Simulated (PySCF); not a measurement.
Work out the structure from these simulated measurements.

Formula: C8H17P.

| Quantity | Value |
| --- | --- |
| NMR, other nuclei | isotropic shieldings of nuclei other than C and H, by class: 370 (1 P) ppm [GIAO PBE0/pcSseg-1] |
| 1H NMR | chemical shifts (computed TMS as zero) by class: 6.57 (1 H), 6.13 (1 H), 5.89 (1 H), 1.54 (2 H), 1.47 (1 H), 1.32 (2 H), 1.15 (3 H), 1.12 (6 H) ppm [GIAO PBE0/pcSseg-1] |
| Rotational structure | rotational constants A, B, C: 1.615, 0.846, 0.661 GHz [GFN2-xTB] |
| 13C NMR | chemical shifts (computed TMS as zero) by class: 155.1 (1 C), 135.4 (1 C), 44.4 (1 C), 35.0 (1 C), 29.3 (1 C), 26.1 (2 C), 13.3 (1 C) ppm [GIAO PBE0/pcSseg-1] |
| Dipole | 1.15 D [PBE0/pcSseg-1] |

Gas-phase values; electronic properties from PySCF, density fitting. Levels stand in brackets. Geometry: GFN2-xTB, one conformer, isolated molecule. GFN2-xTB frequencies show an imaginary mode (29i cm⁻¹), so this geometry is no minimum at that level. NMR classes are plain means over equivalent atoms (diastereotopic ones count apart unless rotation or inversion swaps them), as if these changed places fast.

Question: Propose a structure and show how it fits.

Answer: Numbering: `[CH2:1]=[CH:2][P:3]([CH2:4][CH3:5])[CH2:6][CH:7]([CH3:8])[CH3:9]`. 8 carbons fall into 7 classes; from least to most shielded: alkene CH carbon [C2] (155.1 ppm), terminal =CH2 carbon [C1] (135.4 ppm), sp3 carbon bound to phosphorus [C6] (44.4 ppm), sp3 carbon bound to phosphorus [C4] (35.0 ppm), sp3 CH carbon [C7] (29.3 ppm), methyl carbon [C8/C9] (26.1 ppm, 2 C, up to 3.8 ppm apart in this geometry), methyl carbon [C5] (13.3 ppm). Hydrogen classes from least to most shielded: 1 H on an alkene CH carbon, C2 (6.57 ppm), 1 H on a terminal =CH2 carbon, C1 (6.13 ppm), 1 H on a terminal =CH2 carbon, C1 (5.89 ppm), 2 H on an sp3 carbon bound to phosphorus, C4 (1.54 ppm), 1 H on an sp3 CH carbon, C7 (1.47 ppm), 2 H on an sp3 carbon bound to phosphorus, C6 (1.32 ppm), 3 H on a methyl carbon, C5 (1.15 ppm), 6 H on 2 methyl carbons, C8/C9 (1.12 ppm, a mean of values up to 1.6 ppm apart in this geometry). The other shieldings belong to: 370 ppm, phosphine phosphorus [P3]. The optimised geometry has point group C1 and is an asymmetric top. Structure: `CCP(C=C)CC(C)C`. Computed isomers that give other values at the same levels: `C[C@@H]1[C@@H](C)P1C(C)(C)C` (13C chemical shifts (computed TMS as zero) by class: 33.0 (3 C), 31.9 (1 C), 29.6 (2 C), 20.2 (2 C) ppm); `CCC1CP(C(C)C)C1` (13C chemical shifts (computed TMS as zero) by class: 42.0 (1 C), 38.3 (1 C), 33.7 (1 C), 27.4 (2 C), 20.9 (2 C), 13.0 (1 C) ppm); `CCCCP(C)C1CC1` (13C chemical shifts (computed TMS as zero) by class: 40.9 (1 C), 34.0 (1 C), 31.1 (1 C), 17.2 (1 C), 17.2 (1 C), 16.4 (1 C), 5.1 (2 C) ppm). The assignments are read from this structure; whether some other isomer fits the data as well wasn't checked.

The values belong to the conformer `[CH2:1]=[CH:2][P:3]([CH2:4][CH3:5])[CH2:6][CH:7]([CH3:8])[CH3:9]`: C1–C2–P3–C4 -84°, C2–P3–C4–C5 -179°, C2–P3–C6–C7 -78°, P3–C6–C7–C8 -66°.
